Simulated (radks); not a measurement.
The numbers below are computed, except where a source is named.
Fractional charge and spin in the 3p shell of nickel: the spin-up occupation runs from 2 to 3 and the spin-down occupation from 2 to 3; the fullest corner is Ni3+, [Ne] 3s2 3d(up 3.5, down 3.5) 3p(up 3, down 3). Level of theory: scalar-relativistic Kohn-Sham, r2SCAN, spin-polarised, spherical densities, finite nucleus; meta-GGA in the generalised Kohn-Sham scheme; Fermi nuclear charge, rms radius of each element as measured or else 0.836 A^(1/3) + 0.57 fm (a radial shooting solver on a logarithmic mesh with Libxc functionals). Energy (eV) minus the two flat planes that join the four corners (they meet along the diagonal where the two added fractions sum to one electron); zero is where a piecewise linear energy would lie.

\begin{tabular}{lrrrrr}
down \ up & 2 & 2.25 & 2.5 & 2.75 & 3 \\ \hline
2 & 0.000 & -2.233 & -2.965 & -2.214 & 0.000 \\
2.25 & -2.233 & -2.824 & -1.937 & 0.408 & -2.074 \\
2.5 & -2.965 & -1.937 & 0.544 & -1.807 & -2.749 \\
2.75 & -2.214 & 0.408 & -1.807 & -2.618 & -2.049 \\
3 & 0.000 & -2.074 & -2.749 & -2.049 & 0.000 \\
\end{tabular}

Corners above the fullest one (they belong to Ni4+ and the next ion): (up 3, down 2) 123.82 eV, (up 2, down 3) 123.82 eV, (up 2, down 2) 272.69 eV. With half an added electron in each spin the energy lies 0.544 eV from the planes, and with half an added electron in spin up alone -2.965 eV. The planes are only a guide here: the flat-plane condition holds for ground states with one frontier orbital, while this shell lies below other occupied shells, so the corners above the fullest one are inner-hole states and not the ground states of those ions.
